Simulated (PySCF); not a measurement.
Input for PySCF: R-MP2/6-31G* on CH2O2 (SMILES O=CO).

```python
from pyscf import gto, scf, dft, mp
from pyscf.data.elements import chemcore

mol = gto.M(
    atom='''
    O     0.84589654    0.90967172    3.19477302
    C     0.42232192    0.24711280    4.10019503
    O    -0.45060805   -0.76140869    3.98039795
    H     0.69597637    0.38032180    5.15460745
    H    -0.67542847   -0.85627483    3.03596153
    ''',
    basis='6-31g*',
    cart=True,
    charge=0, spin=0, verbose=3, max_memory=1800)
mf = scf.RHF(mol)
mf.conv_tol = 1e-8
mf.max_cycle = 100
mf.kernel()
if not mf.converged:
    mf = mf.newton().run(mf.mo_coeff, mf.mo_occ)
pt = mp.MP2(mf, frozen=chemcore(mol)).run()
```

Question: Give the final energy of this run.

Answer: -189.2412 hartree.
